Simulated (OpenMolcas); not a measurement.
How methods differ on InPH4O (SMILES O[PH][InH2])

InPH4O: 7 atoms, total charge 0, spin state singlet. As SMILES, `O[PH][InH2]`. The shape is that of a PBE0-D4/def2-TZVP optimisation. This is one conformer, not always the lowest.

```xyz
7

O    -1.8445    0.1469    0.0792
P    -0.6228   -0.3700   -0.9355
In    1.3969    0.3659    0.3459
H    -2.6343    0.3118   -0.4419
H    -0.4837   -1.7221   -0.4922
H     1.2782    1.6232    1.5180
H     2.9101   -0.3557   -0.0735
```

Quantity: the dipole moment, in D. The values are calculated.

```json
{"level": "HF/def2-SVPD (core potential)", "kind": "Hartree–Fock", "program": "OpenMolcas", "value (D)": "0.44", "CPU time": "14 s"}
{"level": "BLYP/def2-SVPD (core potential)", "kind": "GGA", "program": "OpenMolcas", "value (D)": "0.84", "CPU time": "40 s"}
{"level": "PBE/def2-SVPD (core potential)", "kind": "GGA", "program": "OpenMolcas", "value (D)": "0.76", "CPU time": "36 s"}
{"level": "revPBE/def2-SVPD (core potential)", "kind": "GGA", "program": "OpenMolcas", "value (D)": "0.75", "CPU time": "36 s"}
{"level": "M06-L/def2-SVPD (core potential)", "kind": "meta-GGA", "program": "OpenMolcas", "value (D)": "0.54", "CPU time": "44 s"}
{"level": "TPSS/def2-SVPD (core potential)", "kind": "meta-GGA", "program": "OpenMolcas", "value (D)": "0.72", "CPU time": "45 s"}
{"level": "r2SCAN/def2-SVPD (core potential)", "kind": "meta-GGA", "program": "OpenMolcas", "value (D)": "0.69", "CPU time": "44 s"}
{"level": "PBE0/def2-SVPD (core potential)", "kind": "global hybrid", "program": "OpenMolcas", "value (D)": "0.62", "CPU time": "34 s"}
```

The values span 0.44 to 0.84 D. Magnitudes only. CPU times are rough (shared hosts, several kinds of processor): they show what a rung costs within a factor of a few.
